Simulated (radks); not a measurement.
Re1.25+, 73.75 electrons, occupied as [Xe] 4f14 6s2 5d(up 3.75, down 0) (fractional occupations, a model configuration).

All-electron calculation, scalar-relativistic Kohn-Sham, PBEsol, spin-polarised, spherical densities, point nucleus. Program: a radial shooting solver on a logarithmic mesh with Libxc functionals.

Energy parts (Ry):
part                       energy
total                 -33373.9080
kinetic                36886.0389
electron-nucleus      -82559.8939
Hartree                12950.3147
exchange-correlation    -650.3676

Orbitals (lengths in bohr, moments of r in powers of bohr; <r^-3> diverges for s and p1/2; r(90%) holds 90 % of the orbital's charge):
orbital  occ.  eigenvalue (Ry)  r(90%)   <1/r>      <r^2>  <r^-3>
1s down     1        -5266.538  0.0329   88.77  0.0004479       -
1s up       1        -5266.538  0.0329   88.77  0.0004479       -
2s up       1        -913.9684   0.118   20.76   0.006877       -
2s down     1        -913.9537   0.118   20.77   0.006877       -
2p up       3        -797.7545   0.111   18.75   0.005710   20800
2p down     3        -797.7426   0.111   18.75   0.005709   20800
3s up       1        -212.3485   0.290   7.691    0.04459       -
3s down     1        -212.3433   0.290   7.691    0.04459       -
3p up       3        -178.0892   0.296   7.084    0.04542    4662
3p down     3        -178.0834   0.296   7.084    0.04542    4662
3d up       5        -139.2594   0.278   6.689    0.03765   595.2
3d down     5        -139.2492   0.278   6.689    0.03765   595.2
4s up       1        -45.08274   0.632   3.275     0.2192       -
4s down     1        -45.06913   0.632   3.275     0.2192       -
4p up       3        -33.84580   0.681   2.971     0.2499    1092
4p down     3        -33.83282   0.681   2.971     0.2499    1091
4d up       5        -19.75713   0.749   2.647     0.2899   119.7
4d down     5        -19.74155   0.749   2.648     0.2895   119.8
5s up       1         -7.31443    1.49   1.294      1.204       -
5s down     1         -7.18774    1.47   1.304      1.189       -
5p up       3         -4.50238    1.75   1.093      1.637   164.1
5p down     3         -4.33856    1.74   1.103      1.616   168.2
4f up       7         -4.12061   0.958   2.161     0.4210   20.93
4f down     7         -4.09080   0.949   2.168     0.4145   21.05
5d up    3.75         -1.36391    2.68  0.7430      3.560   9.312
6s up       1         -1.21060    3.87  0.4741      8.079       -
5d down     0         -1.17467    2.79  0.7336      3.777   9.191
6s down     1         -1.09581    4.05  0.4515      8.782       -

The highest occupied level is 6s down at -14.909 eV. The configuration is held as typed, so some empty levels lie below it. Spin moment in Bohr magnetons: 3.75. The density falls to 0.001 e/bohr^3 at r = 4.27 bohr. Summed over all electrons, <r^2> = 53.83 bohr^2, which gives a Langevin (diamagnetic) susceptibility term of -42.6 x 10^-6 cm^3/mol.
